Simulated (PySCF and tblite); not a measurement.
Values are calculated unless marked as measured or tabulated.
3 regioisomers of C₇H₁₀F₂:

| isomer | SMILES |
| --- | --- |
| A | [F:1][CH:2]([F:3])[C@H:4]1[C@H:5]2[CH2:6][CH2:7][C@@H:8]1[CH2:9]2 |
| B | [F:1][CH:2]([F:3])[C@@H:4]1[CH2:5][C@H:6]2[CH2:7][C@@H:8]1[CH2:9]2 |
| C | [F:1][CH:2]([F:3])[C@:4]12[CH2:5][CH2:6][C@H:7]([CH2:8]1)[CH2:9]2 |

Each isomer is a Boltzmann average at 298.15 K over at most 6 conformers: GFN2-xTB geometries, energies PBE0/def2-SVP (D3(BJ) added where defined), GFN2-xTB thermal terms. Programs: PySCF with density fitting and tblite.

(1) Rank the isomers by free energy at 298.15 K.

Results:

(1) 
| isomer | ΔG (kcal/mol) | ΔE, lowest conformer | conformers | largest weight % | rms dipole (D) |
| --- | --- | --- | --- | --- | --- |
| C | 0.0 | 0.0 | 2 | 81 | 2.19 |
| B | 2.5 | 2.1 | 3 | 54 | 2.27 |
| A | 3.5 | 2.8 | 2 | 92 | 2.38 |

ΔG is for one enantiomer.
